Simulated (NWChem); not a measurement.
System: CH7BGeO; SMILES CO[BH][GeH3]

```xyz
11

B      0.5460     0.6593     0.0002
Ge    -0.0780    -1.3170    -0.0006
H      0.4699    -2.0653    -1.2373
H      0.4737    -2.0677     1.2329
H     -1.6121    -1.4783     0.0015
H      1.7281     0.9567     0.0004
O     -0.3772     1.6284     0.0003
C     -0.0616     3.0023     0.0011
H      1.0283     3.1659    -0.0006
H     -0.5037     3.4731    -0.8898
H     -0.5006     3.4715     0.8943
```
Atoms are numbered in this order, from 1.

Level: PBE0/def2-SVP (NWChem), optimised geometry, unscaled harmonic frequencies. 

Task: List the harmonic frequencies with IR intensities, and the thermochemistry.

Result: 
```csv
frequency (cm⁻¹),IR intensity (km/mol)
61,0.1
149,1.1
157,2.0
165,0.6
302,2.9
450,30.4
461,28.0
670,3.5
814,181.2
819,0.0
892,23.9
902,33.1
1013,56.5
1113,14.2
1183,1.4
1189,47.2
1397,310.0
1467,5.5
1469,10.6
1495,90.0
2126,132.5
2128,88.2
2144,120.3
2544,150.7
3048,49.3
3154,15.3
3162,13.3
```

```json
{
  "zero_point_energy": "49.3 kcal/mol",
  "thermal correction to the enthalpy at 298.15 K (with zero-point energy)": "54.2 kcal/mol",
  "heat capacity Cv": "22.6 cal/(mol K)",
  "entropy at 298.15 K and 1 atm (symmetry number 1)": "82.7 cal/(mol K)",
  "dipole_moment": "2.71 D"
}
```

Rigid rotor and harmonic oscillator; modes under 100 cm⁻¹ make the entropy uncertain.
